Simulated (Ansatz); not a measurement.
`O[SiH2][BH][GeH3]` → `O[BH][GeH3]` + `[SiH2]` at 500 K and 1 bar (silylene formation by 1,1-elimination).

Calculated with Ansatz (gas phase, PBE0-D4/def2-TZVP geometries, no zero-point term in ΔE). CCSD(T)/CBS is the MP2 limit (def2-TZVPP, def2-QZVPP) plus CCSD(T) − MP2 in def2-TZVPP, frozen cores. This one scheme is used for every species. For Ge outer-core shells are correlated without core-valence functions, which leaves a few kJ/mol of doubt a bond. Scalar relativity is left out up to krypton. Each species was taken in one conformer, which may not be the lowest.

```json
{"species": "`O[SiH2][BH][GeH3]`", "CCSD(T)/CBS energy (Eh)": "-2469.36569", "H − E (kJ/mol)": "226.2", "S (J/(mol·K))": "452.4"}
{"species": "`O[BH][GeH3]`", "CCSD(T)/CBS energy (Eh)": "-2179.11235", "H − E (kJ/mol)": "168.7", "S (J/(mol·K))": "358.9"}
{"species": "`[SiH2]`", "CCSD(T)/CBS energy (Eh)": "-290.19011", "H − E (kJ/mol)": "48.0", "S (J/(mol·K))": "226.5"}
```

H − E and S are ideal-gas, rigid-rotor, harmonic terms from PBE0-D4/def2-TZVP, for one conformer and one mirror image of each species. 1 Eh = 2625.50 kJ/mol, R = 8.31446 J/(mol·K).

By hand: ΔE, ΔH, ΔS and ΔG.

ΔE = (-2179.11235) + (-290.19011) − (-2469.36569) = 0.06323 Eh = 166.0 kJ/mol. Δ(H − E) = 168.7 + 48.0 − 226.2 = -9.5, so ΔH = 156.5 kJ/mol. ΔS = 358.9 + 226.5 − 452.4 = 133.0 J/(mol·K). ΔG = 156.5 − 500 × (133.0)/1000 = 90.0 kJ/mol.

By hand: the equilibrium constant, and the temperature at which ΔG would vanish if ΔH and ΔS stayed fixed.

log₁₀ K = −ΔG/(RT ln 10) = -9.4. ΔG = 0 at ΔH/ΔS = 1177 K.

The number of gas molecules changes by +1, which sets the sign of ΔS. A doubt of 5 kJ/mol in ΔE shifts log₁₀ K by 0.5 here. Other conformers and mirror images would add mixing entropy, several J/(mol·K) or more a flexible species. Modes under 60 cm⁻¹, often nearly free rotors, make the harmonic entropy too high. These are equilibria of isolated gas molecules and say nothing of rates. Largest T1 diagnostic: 0.014 (customary marks: 0.02 for closed shells, 0.045 for open ones).
